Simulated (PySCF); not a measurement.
Labels have come off several samples. The candidates:

A. `C=C(C)[C@@H]1C[SiH2][C@@H]1C(C)=O`
B. `C=C(C#N)CC[SiH3]`
C. `InChI=1S/C7H15NSi/c1-6(9)5-8-7(2,3)4/h5H,1H2,2-4,9H3/b8-5+`

Spectrum 1. ¹H NMR (300 MHz, computed): δ 6.09 (m, 1H), 6.03 (m, 1H), 3.88 (t, 3H), 2.21 (t, 2H), 1.02 (m, 2H). ¹³C{¹H} NMR (computed): δ 136.8 (CH2), 135.0 (C), 123.6 (C), 38.3 (CH2), 13.2 (CH2).

Spectrum 2. ¹H NMR (300 MHz, computed): δ 8.46 (s, 1H), 6.67 (m, 1H), 6.52 (m, 1H), 4.13 (s, 3H), 1.32 (s, 9H). ¹³C{¹H} NMR (computed): δ 170.3 (CH), 157.6 (C), 142.7 (CH2), 56.3 (C), 32.5 (CH3).

Spectrum 3. ¹H NMR (300 MHz, computed): δ 5.22 (br s, 1H), 4.89 (br s, 1H), 4.69 (m, 1H), 4.46 (m, 1H), 3.37 (m, 1H), 3.17 (m, 1H), 2.34 (m, 1H), 2.11 (s, 3H), 2.07 (s, 3H), 1.33 (m, 1H). ¹³C{¹H} NMR (computed): δ 219.5 (C), 161.4 (C), 115.5 (CH2), 50.3 (CH), 41.9 (CH), 37.6 (CH3), 27.1 (CH3), 13.4 (CH2).

How the numbers were obtained: GIAO PBE0/pcSseg-1 shieldings, GFN2-xTB geometry, in PySCF 2.14.0 with density-fitted response routines (fast rotation and ring inversion assumed for equivalent nuclei, single conformer, relativity neglected, isolated molecule).

Scale: ¹H (31.72 ppm), ¹³C (186.93 ppm) against TMS (reference shieldings calculated alike). Where no couplings were computed, multiplicities follow the n + 1 count of equivalent neighbours, and m marks all less simple cases (inequivalent or close neighbours, rings, F or P nearby). Shifts are as computed. Against solution values, carbons near 30 ppm lie about +3 ppm off and those near 130 ppm about +5 ppm. Of 1211 compounds with measured shifts, 218 miss one by over three times the rms of a fit or turn the order of signals round; such compounds aren't used in these exercises.

**Question.** Which spectrum belongs to which compound?

**Answer.** 1–B, 2–C, 3–A.

- Spectrum 1 (B): 5 ¹³C signals; δC 136.8 is a terminal =CH2 carbon; δC 135.0 is a fully substituted alkene carbon.
- Spectrum 2 (C): 5 ¹³C signals; δC 157.6 is a fully substituted alkene carbon; δC 142.7 is a terminal =CH2 carbon.
- Spectrum 3 (A): 8 ¹³C signals; δC 219.5 is a ketone carbonyl carbon; δC 161.4 is a fully substituted alkene carbon.
